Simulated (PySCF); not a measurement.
ClO, doublet, at a GFN2-xTB geometry, with bond 1-2 at 1.4 times its length. Base run: CASSCF(5,4)/6-31G* (PySCF).

The PySCF input:
```python
from pyscf import gto, scf, mcscf
import numpy

mol = gto.M(
    atom='''
Cl    0.00000000    0.00000000   -1.10883704
O     0.00000000    0.00000000    1.04723499
''',
    basis='6-31g*',
    spin=1,
    verbose=4,
)

mf = scf.ROHF(mol)
mf.kernel()
mc = mcscf.CASSCF(mf, 4, 5)
mc.fix_spin_(ss=0.75)
mc.kernel()
occ = numpy.linalg.eigvalsh(mc.fcisolver.make_rdm1(mc.ci, mc.ncas, mc.nelecas))[::-1]
ss = mc.fcisolver.spin_square(mc.ci, mc.ncas, mc.nelecas)[0]
print('natural occupations', occ.round(4), ' <S^2>', round(ss, 4))
```

The base run was repeated with changes; each row names its change, and settings that it needs were set with it.

```csv
change,ΔE vs base (kcal/mol),natural occupations,<S^2> of the state,core-seconds (rough),outcome
base,0.000,2.00 1.68 1.00 0.32,0.75,5,converged
state_average = 2 states,0.96,-,-,2,converged
"active space = 3 electrons, 5 orbitals",-3.22,1.69 1.00 0.31 0.00 0.00,0.75,6,converged
conv_tol = 1e-5,-0.039,1.99 1.68 1.01 0.32,0.75,6,converged
"active space = 9 electrons, 8 orbitals",-19.50,2.00 1.99 1.98 1.69 1.01 0.32 0.01 0.01,0.75,10,converged
correction = SC-NEVPT2,-143.2,2.00 1.68 1.00 0.32,0.75,5,converged
"active space = 7 electrons, 8 orbitals",-,-,-,-,not converged
solver = newton,53.62,1.99 1.99 1.00 0.02,0.75,2,converged
fix_spin_ = off,0.000,2.00 1.68 1.00 0.32,0.75,4,converged
"active space = 9 electrons, 9 orbitals",-29.84,1.99 1.99 1.98 1.68 1.01 0.33 0.01 0.01 0.01,0.75,20,converged
orbitals = fixed (CASCI),54.34,2.00 2.00 1.00 0.01,0.75,0.3,converged
```

Active orbitals are taken around the Fermi level unless the row says otherwise; CASSCF can end in different local minima, and two programs can end on different orbitals. State-averaged rows give the lowest state.

Open shells are given as the SCF converged; they aren't shown to be the lowest states, and a large step between rows can be another state.
